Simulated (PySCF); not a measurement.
Electron correlation in Pb (lead, neutral)

[Xe] 4f14 5d10 6s2 6p2, high-spin 3P determinant. All numbers are calculated (PySCF 2.14, scalar relativity through the core potential, in aug-cc-pwCVDZ-PP with ECP60MDF). Frozen: 5s2 5p6 5d10; 4 electrons correlated.

| level | correlation energy (mhartree) |
| --- | --- |
| CCSD | -43.28 |
| (T) | -0.64 |
| CCSD(T) | -43.92 |
| CCSDT | -44.10 |

Diagnostics: T1 = 0.0074, D1 = 0.0196, largest double amplitude 0.053.

**Question.** Is a single reference adequate?

**Answer.** Yes, within this model without spin-orbit coupling: T1 lies below 0.03 and no double amplitude reaches 0.07.

Spin-orbit coupling is strong in this species, so the high-spin LS determinant is a model state.
